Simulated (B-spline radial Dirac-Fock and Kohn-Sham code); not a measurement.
# Photoemission from Tm²⁺ at Cu Kα (8047.8 eV), detector at θ = 54.7°, φ = 180°

System: thulium as Tm²⁺, [Xe] 4f13. Method: Dirac-Hartree-Slater photoionisation with a Latter tail; cross sections with all multipoles, angular parameters from the dipole term and its interference with E2. Computed with a B-spline atomic structure program. Thresholds are orbital energies of the model. For linearly polarised light dσ/dΩ = σ/(4π) [1 + β P₂(cos θ) + (δ + γ cos²θ) sin θ cos φ], with θ from the polarisation vector and φ the angle between the beam and the projection of the electron momentum on the plane normal to the polarisation. The dipole factor is 1 + βP₂ and the non-dipole term is the rest of the bracket. Open shells are filled statistically over j.

```csv
subshell,threshold (eV),σ (kb),β,γ,δ,dipole factor,non-dipole term,dσ/dΩ (kb/sr)
3s,2293.0,4.72,1.97,-0.15,-0.001,1.002,+0.042,0.392
3p1/2,2090.8,5.55,1.56,0.44,0.010,1.001,-0.127,0.386
3p3/2,1880.0,9.65,1.66,0.52,0.023,1.001,-0.162,0.645
3d3/2,1530.9,4.35,1.17,1.29,0.164,1.001,-0.484,0.179
3d5/2,1484.5,5.82,1.08,1.27,0.180,1.001,-0.494,0.235
4s,469.0,1.20,1.97,-0.13,-0.001,1.002,+0.037,0.0992
4p1/2,386.6,1.23,1.57,0.59,0.009,1.001,-0.169,0.0816
4p3/2,338.9,2.09,1.67,0.68,0.020,1.001,-0.201,0.133
4d3/2,202.0,0.819,1.15,1.34,0.152,1.001,-0.490,0.0333
4d5/2,193.2,1.09,1.04,1.31,0.172,1.001,-0.498,0.0435
4f5/2,25.93,0.0413,0.67,1.40,0.415,1.001,-0.720,0.000922
4f7/2,24.61,0.0505,0.65,1.37,0.426,1.001,-0.722,0.00112
5s,73.41,0.197,1.97,-0.12,-0.001,1.002,+0.034,0.0162
5p1/2,50.65,0.161,1.57,0.62,0.008,1.001,-0.176,0.0106
5p3/2,44.55,0.259,1.67,0.71,0.020,1.001,-0.208,0.0163
```
